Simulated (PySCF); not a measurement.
CdCl2, triplet, geometry from GFN2-xTB (such geometries of metal compounds can be far from the true shape) (a higher spin typed on purpose: for a closed-shell molecule this is an excited state) (all electrons, no relativity); B3LYP/3-21G in PySCF.

The PySCF input:
```python
from pyscf import gto, scf, dft

mol = gto.Mole()
mol.atom = '''
    Cd   -0.74733348    0.29851729   -0.47268926
    Cl    1.83477169   -0.11884315   -0.37432263
    Cl    0.27534637   -0.72402919    1.70897466
'''
mol.basis = '3-21g'
mol.spin = 2
mol.verbose = 4
mol.build()

mf = dft.UKS(mol)
mf.xc = 'b3lyp'
mf.kernel()
```

It wrote (shortened):

```
PySCF version 2.14.0

[INPUT] verbose = 4
[INPUT] num. atoms = 3
[INPUT] num. electrons = 82
[INPUT] charge = 0
[INPUT] spin (= nelec alpha-beta = 2S) = 2
[INPUT] symmetry False subgroup None
[INPUT] Mole.unit = angstrom
[INPUT] Symbol           X                Y                Z      unit          X                Y                Z       unit  Magmom
[INPUT]  1 Cd    -0.747333480000   0.298517290000  -0.472689260000 AA   -1.412255600918   0.564115921547  -0.893253243423 Bohr   0.0
[INPUT]  2 Cl     1.834771690000  -0.118843150000  -0.374322630000 AA    3.467215995205  -0.224581005281  -0.707367252927 Bohr   0.0
[INPUT]  3 Cl     0.275346370000  -0.724029190000   1.708974660000 AA    0.520329228693  -1.368216875291   3.229494061222 Bohr   0.0

nuclear repulsion = 387.184610330605
number of shells = 28
number of NR pGTOs = 135
number of NR cGTOs = 62
basis = 3-21g
ecp = {}

******** <class 'pyscf.dft.uks.UKS'> ********
method = UKS
initial guess = minao
damping factor = 0
level_shift factor = 0
DIIS = <class 'pyscf.scf.diis.CDIIS'>
diis_start_cycle = 1
diis_space = 8
diis_damp = 0
SCF conv_tol = 1e-09
SCF conv_tol_grad = None
SCF max_cycles = 50
direct_scf = True
direct_scf_tol = 1e-13
number electrons alpha = 42  beta = 40
XC library pyscf.dft.libxc version 7.1.2
    S. Lehtola, C. Steigemann, M. J. T. Oliveira, and M. A. L. Marques,  SoftwareX 7, 1–5 (2018)
XC functionals = b3lyp
    P. J. Stephens, F. J. Devlin, C. F. Chabalowski, and M. J. Frisch,  J. Phys. Chem. 98, 11623 (1994)
radial grids:
    Treutler-Ahlrichs [JCP 102, 346 (1995); DOI:10.1063/1.469408] (M4) radial grids

becke partition: Becke, JCP 88, 2547 (1988); DOI:10.1063/1.454033
pruning grids: <function nwchem_prune>
grids dens level: 3
symmetrized grids: False
atomic radii adjust function: <function treutler_atomic_radii_adjust>
small_rho_cutoff = 0
Set gradient conv threshold to 3.16228e-05
tot grids = 60152
init E= -6347.25855919696

cycle= 1 E= -6358.32708700667  delta_E= -11.1  |g|= 0.243  |ddm|= 1.38
cycle= 2 E= -6358.33482719908  delta_E= -0.00774  |g|= 0.21  |ddm|= 0.604
cycle= 3 E= -6358.35722772685  delta_E= -0.0224  |g|= 0.0171  |ddm|= 0.275
cycle= 4 E= -6358.35737730947  delta_E= -0.00015  |g|= 0.00729  |ddm|= 0.0321
cycle= 5 E= -6358.35740574445  delta_E= -2.84e-05  |g|= 0.00121  |ddm|= 0.012
cycle= 6 E= -6358.35740794246  delta_E= -2.2e-06  |g|= 0.000202  |ddm|= 0.00439
cycle= 7 E= -6358.3574082482  delta_E= -3.06e-07  |g|= 0.000101  |ddm|= 0.00173
cycle= 8 E= -6358.35740828984  delta_E= -4.16e-08  |g|= 0.000132  |ddm|= 0.000755
cycle= 9 E= -6358.35740831086  delta_E= -2.1e-08  |g|= 6.49e-06  |ddm|= 0.000422
cycle= 10 E= -6358.35740831109  delta_E= -2.31e-10  |g|= 7.61e-07  |ddm|= 6.84e-05
Extra cycle  E= -6358.35740831109  delta_E= -8.19e-12  |g|= 5.24e-07  |ddm|= 2.86e-06
converged SCF energy = -6358.35740831109  <S^2> = 2.0024111  2S+1 = 3.001607
```
